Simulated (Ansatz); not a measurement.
Wavefunction ladder for CH₅FOSSi, SMILES `OC(S)[SiH2]F`

Z-matrix (Å, degrees):
```
C
S 1 1.817
Si 1 1.885 2 109.6
O 1 1.403 2 114.5 3 123.6
H 1 1.101 2 102.5 3 -114.8
H 2 1.344 1 97.0 3 -52.3
F 3 1.601 1 108.5 2 50.3
H 3 1.481 1 108.9 2 -67.7
H 3 1.481 1 111.3 2 168.5
H 4 0.964 1 108.5 2 46.4
```

Charge 0, multiplicity 1. The geometry is a stationary point of PBE0-D4/def2-TZVP. It is one conformer, not always the lowest. Frozen core, restricted reference, Ansatz. CBS rows extrapolate triple and quadruple zeta; past MP2 they add the triple-zeta difference.

```
     basis     HF (Eh)  MP2 corr.
def2-TZVPP  -901.71612   -0.96081
def2-QZVPP  -901.74699   -1.04181
```

Task: Estimate the CCSD correlation energy and the (T) correction in each basis where they were run (hartree).

Result: 
| basis | CCSD corr. | (T) |
| --- | --- | --- |
| def2-TZVPP | -1.00183 | -0.03748 |
| CBS(def2) | -1.14283 | as TZ |
